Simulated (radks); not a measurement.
Task: Method: scalar-relativistic Kohn-Sham, LDA (Slater exchange, VWN5 correlation), spin-polarised, spherical densities, finite nucleus; open shells are filled with parallel spins first; Fermi nuclear charge, rms radius of each element as measured or else 0.836 A^(1/3) + 0.57 fm; computed with a radial shooting solver on a logarithmic mesh with Libxc functionals. Response by self-consistent Sternheimer equations with the Hartree and adiabatic LDA kernel, the relativistic mass of each level held fixed and spin-orbit coupling left out. Rank C3+, B2+, Ne7+, F6+, N4+, Be+, O5+, Li (NIST ground configurations) by static dipole polarisability, largest first.

Result: Li 143.6, Be+ 21.19, B2+ 6.801, C3+ 2.998, N4+ 1.577, O5+ 0.9281, F6+ 0.5909, Ne7+ 0.3985 bohr^3.
